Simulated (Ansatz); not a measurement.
The same path of BCl3 + H2S (7 atoms, charge 0, multiplicity 1) was run twice with different band settings. Lost on the way: B1–Cl2, S5–H7. Made: B1–S5, Cl2–H7.

Level of theory: RKS PBE-D4/def2-SVP in Ansatz 0.2.0.

Relaxed end points:

```xyz
7
Properties=species:S:1:pos:R:3
B 0.047 0.378 -0.008
Cl -0.058 0.729 1.715
Cl 1.585 0.494 -0.835
Cl -1.432 0.102 -0.921
S 0.323 -2.853 0.662
H -0.972 -2.822 0.242
H -0.011 -2.278 1.848
```

```xyz
7
Properties=species:S:1:pos:R:3
B 0.113 -0.649 -0.615
Cl -0.163 0.043 2.896
Cl 1.574 0.292 -0.851
Cl -1.454 -0.014 -1.085
S 0.311 -2.305 0.110
H -1.014 -2.625 0.107
H 0.114 -0.990 2.141
```

Common settings: movable images 5; climbing image yes; spring 5.0 eV/Å²; start path through a guess of the saddle point; force threshold 0.05 eV/Å; iteration limit 60; end points relaxed.

| run | optimiser | largest step |
| --- | --- | --- |
| 1 | quadratic models (default) | default |
| 2 | fire | 0.5 Å |

Question: What does each run give, and how far can it be trusted?

Answer: Run 1: converged after 17 iterations, highest image 0.642 eV above the first end. A vibrational analysis at the climbing image gives one clearly imaginary mode, 526i cm⁻¹: a first-order saddle point.
Run 2: converged after 56 iterations, highest image 0.643 eV above the first end. Another band between the same ends (5 images) ends at a top of the same energy, where a vibrational analysis finds 1 clearly imaginary mode.
The orbitals stay closed-shell, which can raise the energy where a bond breaks towards radicals; this wasn't checked here.
